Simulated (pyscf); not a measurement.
Structures and frequencies: ωB97X-D3(BJ)/def2-SVP in PySCF.

Q: How much does it cost (ΔH, 298 K, ωB97M-D3(BJ)/def2-TZVP) to split H₂N–B(NH₂)–NH–In(Cl)–Cl (SMILES NB(N)[NH][In]([Cl])[Cl]) at its B–N bond into [H₂N–B–NH₂]• + •HN–In(Cl)–Cl?

A: B–N to [H₂N–B–NH₂]• + •HN–In(Cl)–Cl: 131.8 kcal/mol. The 7 functionals that were run give +121.2 (r²SCAN) to +132.1 kcal/mol (ωB97X-D3(BJ)/def2-TZVP). The radicals are drawn with the spin at the cut bond; how far it spreads was not checked. Other isomers of [H₂N–B–NH₂]•, •HN–In(Cl)–Cl were not searched in full and may lie lower. Elements past Kr carry the def2 core potentials, without spin-orbit coupling.
